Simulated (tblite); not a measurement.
C4H10NOSi2 (doublet state).
Atom-mapped SMILES: `[H]/[C:1]=[C:2](\[O:3][CH:4]=[CH2:5])[N:6]([SiH3:7])[SiH3:8]` (hydrogens: H9 on C1; H10 on C4; H11, H12 on C5; H13, H14, H15 on Si7; H16, H17, H18 on Si8)

Cartesian coordinates in Å at the GFN2-xTB level; atoms count from 1:
```xyz
18
C4H10NOSi2 angstrom
C     -0.5409   -1.5127   -0.6808
C     -0.0816   -0.3568   -0.1110
O      1.1431    0.1103    0.1923
C      2.2306   -0.6874   -0.0098
C      3.4591   -0.2204    0.1346
N     -1.1356    0.3867    0.2148
Si    -1.0054    1.9940    0.8441
Si    -2.3961   -0.7503   -0.4971
H      0.0196   -2.1137   -1.3806
H      2.0187   -1.7157   -0.2775
H      3.6360    0.8049    0.4055
H      4.3094   -0.8586   -0.0091
H     -0.3181    1.9102    2.1344
H     -0.2408    2.8145   -0.0989
H     -2.3862    2.4414    0.9681
H     -2.4166   -0.8538   -1.9816
H     -3.4895    0.2785   -0.4215
H     -2.8146   -1.6649    0.5625
```

Computed with GFN2-xTB (tblite): harmonic, unscaled wavenumbers at the GFN2-xTB geometry, gas phase. This tight-binding method is rough: wavenumbers can miss measured ones by several per cent, in bad cases by 10 to 20. Modes of hydrogen on silicon can be 10 to 20 % off. One conformer, not necessarily the lowest. Open shells enter through the occupations alone, without spin polarisation, and single modes of such species can be off by tens of per cent.

Harmonic wavenumbers (cm⁻¹): 66.2, 75.0, 103.2, 107.8, 127.5, 186.1, 203.6, 292.9, 322.6, 362.7, 458.6, 499.4, 532.6, 539.3, 553.1, 578.5, 599.0, 643.9, 661.3, 671.6, 717.1, 757.4, 778.8, 792.5, 835.0, 837.4, 895.5, 940.7, 995.2, 1018.1, 1032.1, 1088.3, 1164.7, 1281.6, 1369.5, 1429.3, 1469.1, 1688.4, 1885.2, 2044.2, 2236.0, 2248.4, 2265.0, 2319.3, 3041.2, 3052.7, 3132.0, 3173.6.

A = 2140, B = 999.0, C = 694.5 MHz; mass 144.030 u (most abundant isotopes); point group C1, symmetry number 1; spin multiplicity 2.

Problem. Zero-point energy?

Solution. ½Σν̃ = 26037 cm⁻¹ = 74.44 kcal/mol.

Problem. Entropy at 350 K, 1 bar (ideal gas, RRHO, classical rotation)?

Solution. Translation 41.63, rotation 30.24, vibration 39.65, spin (R ln 2) 1.38: S = 112.9 cal/(mol K).

Problem. And Cp and H(350 K) − H(0)?

Solution. Cp = 49.73 cal/(mol K), of which vibrations give 41.78 (their classical limit is 48 R = 95.4); H(350 K) − H(0) = 10.21 kcal/mol without the zero-point energy, 7.43 from vibrations.

Problem. Blend soft modes into free rotors: weight 1/[1 + (100 cm⁻¹/ν̃)⁴] for the oscillator and the rest for a rotor with moment μB/(μ + B), μ = h/(8π²ν), B = 10⁻⁴⁴ kg m². What vibrational entropy results?

Solution. 37.12 cal/(mol K) in place of 39.65, which changes −T·S at 350 K by +0.89 kcal/mol.

Problem. Which modes carry the vibrational entropy at 350 K?

Solution. 66.2 cm⁻¹: 4.58; 75.0 cm⁻¹: 4.33; 103.2 cm⁻¹: 3.71; 107.8 cm⁻¹: 3.62; 127.5 cm⁻¹: 3.29; 186.1 cm⁻¹: 2.57 cal/(mol K); the other 42 give 17.55 together.

Hindered rotation and anharmonicity are outside this model. Other conformers, if any are populated, would add a mixing term that is left out. The structure is chiral; the term R ln 2 for an equal mix with its mirror image is left out.
